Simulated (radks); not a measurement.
The numbers below are computed, except where a source is named.
Charge is removed step by step from the 5s down level of neutral iodine, starting from [Kr] 4d10 5s(up 1, down 1) 5p5. Code: a radial shooting solver on a logarithmic mesh with Libxc functionals. Model: scalar-relativistic Kohn-Sham, r2SCAN, spin-polarised, spherical densities, finite nucleus; open shells are filled with parallel spins first (spin-orbit coupling, left out, can overturn this in heavy ions); meta-GGA in the generalised Kohn-Sham scheme; Fermi nuclear charge, rms radius 4.75 fm.

removed (e),E - E(0) (eV),eigenvalue (eV),E minus straight line (eV)
0,0.000,-17.541,0.000
0.25,4.642,-19.617,-0.799
0.5,9.810,-21.743,-1.073
0.75,15.514,-23.912,-0.810
1,21.765,-26.113,0.000

Removing the whole electron costs 21.765 eV by Delta-SCF, against 17.541 eV from minus the eigenvalue at the starting occupation. Slater's transition state (half an electron removed) gives 21.743 eV. Integrating minus the eigenvalue over the occupation (Janak's theorem) gives 21.771 eV. In this scalar-relativistic scheme the density is built from large components alone, so the theorem holds only approximately. The mean slope of the eigenvalue, de/dn, is 8.57 eV per electron.
